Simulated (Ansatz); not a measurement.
Cost and result for the atomization energy of `O=C[SiH2][SiH2][AlH2]` (12 atoms, 11 bonds).

Z-matrix (Å, degrees):
```
Si
C 1 1.928
Si 1 2.345 2 108.8
H 1 1.485 2 108.9 3 122.2
H 1 1.491 2 108.0 3 -118.4
O 2 1.203 1 123.1 3 -102.1
H 2 1.118 1 117.2 3 75.8
Al 3 2.447 1 108.8 2 -178.6
H 3 1.491 1 106.9 2 58.2
H 3 1.493 1 106.1 2 -57.0
H 8 1.586 3 120.1 1 -90.5
H 8 1.587 3 119.6 1 86.3
```

Total charge 0; spin multiplicity 1. The structure was optimised at the PBE0-D4/def2-TZVP level. It is one conformer, not always the lowest. Program: Ansatz. All runs use 4 threads of an Arm Neoverse V1 on a shared host. Times are those of one run each, without the atoms' runs, and a repeat can differ threefold. Electronic energies, without spin–orbit coupling; frozen cores. CCSD(T)/CBS adds CCSD(T) − MP2 in def2-TZVPP to the MP2 limit, and its time is that of the two runs behind it. T1 = 0.016. B3LYP takes the VWN-RPA correlation (the form of Gaussian; ORCA's B3LYP/G).

CCSD(T)/CBS is a level of theory with its own doubt, some kJ/mol a heavy atom from the limit and from the frozen cores, so smaller differences don't rank the functionals.

| level | functions | wall time | atomization (kcal/mol) | difference from CCSD(T)/CBS | per bond |
| --- | --- | --- | --- | --- | --- |
| PBE-D4/def2-TZVPP (with forces) | 286 | 3.4 s | 902.3 | 6.3 | 0.6 |
| PBE0-D4/def2-TZVPP | 286 | 4.4 s | 888.6 | -7.4 | -0.7 |
| r2SCAN-D4/def2-TZVPP (with forces) | 286 | 7 s | 898.5 | 2.5 | 0.2 |
| B3LYP-D4/def2-TZVPP (with forces) | 286 | 7 s | 894.1 | -1.9 | -0.2 |
| B2PLYP/def2-TZVPP | 286 | 8 s | 881.4 | -14.6 | -1.3 |
| ωB97X-V/def2-TZVPP | 286 | 11 s | 902.8 | 6.8 | 0.6 |
| ωB97M-V/def2-TZVPP (with forces) | 286 | 17 s | 894.7 | -1.3 | -0.1 |
| MP2/def2-QZVPP | 534 | 34 s | 889.0 | -7.0 | -0.6 |
| CCSD(T)/def2-TZVPP | 286 | 3.5 min | 871.2 | -24.8 | -2.3 |
| CCSD(T)/CBS(def2) | – | 4 min | 896.0 | 0.0 | 0.0 |

The D4 term adds +10.4 kcal/mol with B3LYP and +5.5 kcal/mol with PBE0; it sums over pairs of atoms, weighted by their polarisabilities, and B3LYP, whose exchange is more repulsive, gets the larger term. In def2-TZVPP, CCSD(T) changes the Hartree–Fock value by +220.1 kcal/mol (the triples alone add +13.0 kcal/mol) and MP2 by +223.2 kcal/mol; breaking electron pairs costs correlation energy, which Hartree–Fock lacks. From PBE to PBE0 (25 % exact exchange), in def2-TZVPP and without D4, the atomization energy moves by −12.8 kcal/mol: exact exchange takes away binding that semilocal exchange gives to molecules.
